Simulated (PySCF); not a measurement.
BeH2. Atoms are numbered in the order given.

```xyz
3

Be     0.0000     0.0000     0.0000
H      0.0000     0.0000    -1.3362
H      0.0000     0.0000     1.3362
```

The structure is a stationary point at PBE0-D3(BJ)/def2-TZVPD. The isomer is the one that the SMILES or the coordinates give; other isomers of the formula were not compared.

Method: HF/def2-TZVPD (PySCF).

The molecule is in vacuum.

```
Property                                                                                                        Value
---------------------------------------------------------------------------------------------  ----------------------
total energy                                                                                        -15.76986 hartree
point group                                                                                                       D∞h
highest occupied level                                                                                      -12.18 eV
lowest empty level                                                                                            1.09 eV
orbital gap                                                                                                  13.27 eV
dipole moment                                                                                                  0.00 D
quadrupole, principal values (traceless, Buckingham form, about the centre of nuclear charge)   -5.68, 2.84, 2.84 D·Å
mean static polarisability                                                                       19.1 bohr³ (2.84 Å³)
polarisability, principal values                                                               18.8, 18.8, 19.7 bohr³
```
